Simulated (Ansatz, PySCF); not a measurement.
Some isomers of C2H10NSi2, charge -1, singlet:

A. C[SiH](C)[N-][SiH3]
B. C[SiH](C)N[SiH2-]
C. C[Si-](C)N[SiH3]
D. [CH2-][SiH](C)N[SiH3]

Quantity: relative energy (enthalpy at 298 K, with B3LYP-D3(BJ) rigid-rotor harmonic-oscillator terms), kcal/mol. Structures are relaxed separately at B3LYP-D3(BJ)/def2-TZVP in Ansatz (a first-principles code), one conformer each, not searched for the lowest. Frequencies are from Ansatz or PySCF. Valence correlation only, unless marked. Spin-orbit coupling is left out. Non-relativistic. CBS marks a two-point X^-3 extrapolation of the correlation energy; Hartree-Fock from the larger set. [CCSD(T)-MP2]/basis is that difference in the basis named. Anions need diffuse functions, which plain sets lack and def2-D sets hold few of. Values are relative to the lowest entry of each level; other isomers of the formula, not listed, may lie lower.

Task: Rank them by relative energy at RI-MP2/CBS(aug-cc-pV(T+d)Z,aug-cc-pV(Q+d)Z)+[CCSD(T)-MP2]/aug-cc-pV(T+d)Z (Ansatz), lowest first.

Result: A (0.0 kcal/mol), B (18.7 kcal/mol), C (24.2 kcal/mol), D (28.3 kcal/mol)
